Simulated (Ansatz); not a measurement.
ClFHOSc, SMILES `[OH][Sc]([F])[Cl]`. Total charge 0; spin multiplicity 1.

```
atom   x (Å)   y (Å)   z (Å)
  O1   1.169   0.633  -0.037
 Sc2  -0.483  -0.172  -0.004
  F3  -1.965   0.852  -0.352
 Cl4  -0.716  -2.423   0.462
  H5   1.994   1.110  -0.070
```

(1) List the harmonic frequencies (cm⁻¹, unscaled) at PBE0-D4/def2-TZVP in Ansatz. (Estimate.)

(2) Is this a minimum?

(3) Give the ideal-gas thermochemistry at 298.15 K and 1 bar (rigid rotor, harmonic oscillator; point group Cs, symmetry number 1).

Answers

(1) Computed: 87, 122, 160, 205, 413, 415, 690, 770, 3995.

(2) Yes, all 9 modes are real.

(3) Zero-point energy 41.0 kJ/mol; H(298) − E = 59.9 kJ/mol; entropy 339.0 J/(mol·K), of which translation 168.2, rotation 113.1, vibration 57.8; G(298) − E = -41.2 kJ/mol. Modes under 100 cm⁻¹ are hindered rotations or soft bends, so the harmonic entropy is rough.
